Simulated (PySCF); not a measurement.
SMILES c1ccc2ccc3cccnc3c2n1 (C₁₂H₈N₂), GFN2-xTB optimised geometry.

```
22

C      3.45     0.63     0.00
C      2.67     1.79     0.00
N      1.36     1.79     0.00
C      0.72     0.62     0.00
C      1.41    -0.62     0.00
C      2.81    -0.58     0.00
C      0.68    -1.84     0.00
C     -0.68    -1.84     0.00
C     -1.41    -0.62     0.00
C     -2.81    -0.58     0.00
C     -3.45     0.63     0.00
C     -2.67     1.79     0.00
N     -1.36     1.79     0.00
C     -0.72     0.62     0.00
H      4.53     0.70     0.00
H      3.14     2.77     0.00
H      3.37    -1.51     0.00
H      1.23    -2.77     0.00
H     -1.23    -2.77     0.00
H     -3.37    -1.51     0.00
H     -4.53     0.70     0.00
H     -3.14     2.77     0.00
```

Density from PySCF with PBE0/def2-SVP at that geometry.

Minimum of the electron density along straight lines between bonded atoms, close to the bond critical point (lines longer than 1.1 times the sum of covalent radii, or with two minima, are not listed):

```csv
bond,length / Å,ρ at the minimum / e bohr⁻³,∇²ρ there / e bohr⁻⁵,position (fraction from the first atom)
C1–C2,1.401,0.306,-0.78,0.50
C2–N3,1.307,0.360,-0.93,0.35
N3–C4,1.337,0.342,-1.08,0.64
C4–C5,1.417,0.299,-0.74,0.50
C1–C6,1.373,0.319,-0.82,0.50
C5–C6,1.405,0.302,-0.76,0.50
C5–C7,1.423,0.292,-0.73,0.50
C7–C8,1.353,0.329,-0.86,0.50
C8–C9,1.423,0.292,-0.73,0.50
C9–C10,1.405,0.302,-0.76,0.50
C10–C11,1.373,0.319,-0.82,0.50
C11–C12,1.401,0.306,-0.78,0.50
C12–N13,1.307,0.360,-0.93,0.35
C4–C14,1.440,0.291,-0.74,0.50
C9–C14,1.417,0.299,-0.74,0.50
N13–C14,1.337,0.342,-1.08,0.64
C1–H15,1.079,0.284,-1.08,0.63
C2–H16,1.083,0.287,-1.12,0.64
C6–H17,1.082,0.283,-1.08,0.63
C7–H18,1.081,0.283,-1.07,0.63
C8–H19,1.081,0.283,-1.07,0.63
C10–H20,1.082,0.283,-1.08,0.63
C11–H21,1.079,0.284,-1.08,0.63
C12–H22,1.083,0.287,-1.12,0.64
```
